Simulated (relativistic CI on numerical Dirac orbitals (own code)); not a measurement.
## Hyperfine structure of Pm³⁵⁺, mass number 147

Calculated at this level of theory: Dirac-Coulomb-Breit CI, separate exchange-only KLI orbitals for each configuration, a model potential for QED, unscaled Slater integrals (own radial code, finite nucleus).

Configuration list (outside the closed core [Ne]): 3s²3p⁶3d⁸, 3s²3p⁵3d⁹, 3s²3p⁴3d¹⁰, 3s3p⁶3d⁹, 3p⁶3d¹⁰, 3s3p⁵3d¹⁰, 3s²3p⁶3d⁷4s, 3s²3p⁶3d⁷4p, 3s²3p⁶3d⁷4d, 3s²3p⁴3d⁹4s, 3s²3p⁴3d⁹4p, 3s²3p⁵3d⁸4s, 3s²3p⁶3d⁷4f, 3s²3p⁴3d⁹4d, 3s²3p⁵3d⁸4p, 3s3p⁵3d⁹4s. Levels of other configurations are missing.

Nuclear spin I = 7/2, μ = 2.58 μN, Q = 0.74 b (tables of Stone and Pyykkö). The electronic factors are computed for point nuclear moments, without core polarisation or the Bohr-Weisskopf and QED corrections.

| Level | E (cm⁻¹) | A (MHz) | B (MHz) |
| --- | --- | --- | --- |
| 3s²3p⁶3d⁸ ³F4 | 0 | 13700 | -17800 |
| 3s²3p⁶3d⁸ ¹D2 | 55988 | 14440 | 14900 |
| 3s²3p⁶3d⁸ ³F3 | 195545 | 19810 | -10000 |
| 3s²3p⁶3d⁸ ³P2 | 251877 | 16270 | 4270 |
| 3s²3p⁶3d⁸ ³P1 | 284569 | -1593 | -10100 |
| 3s²3p⁶3d⁸ ¹G4 | 294784 | 21680 | -55000 |
| 3s²3p⁶3d⁸ ³F2 | 435119 | 33180 | 4420 |
| 3s²3p⁵3d⁹ ³F°4 | 2423491 | 34250 | -159000 |

Levels with J = 0, under 50 % of one LS term, or S terms without an open s electron are left out. Small factors come from cancelling terms and can be off by tens of per cent or more.

At this charge energies of transitions that change n are usually good to better than 1 %, and those within a shell (Δn = 0) to a few per cent. Terms inside the open d or f shell come out 10 to 20 % too wide with unscaled integrals.

Problem. Give the hyperfine levels of 3s²3p⁶3d⁸ ³F4 relative to its centre of gravity.

Solution. With K = F(F + 1) − I(I + 1) − J(J + 1), E = AK/2 + B[¾K(K + 1) − I(I + 1)J(J + 1)]/[2I(2I − 1)J(2J − 1)]: F = 1/2: -248400, F = 3/2: -225700, F = 5/2: -188100, F = 7/2: -136500, F = 9/2: -71830, F = 11/2: 4757, F = 13/2: 91740, F = 15/2: 187300 MHz.

LS names give the leading component of a level, which can be under half, so a name can repeat, a term be missing and a line seem to break the LS rules.
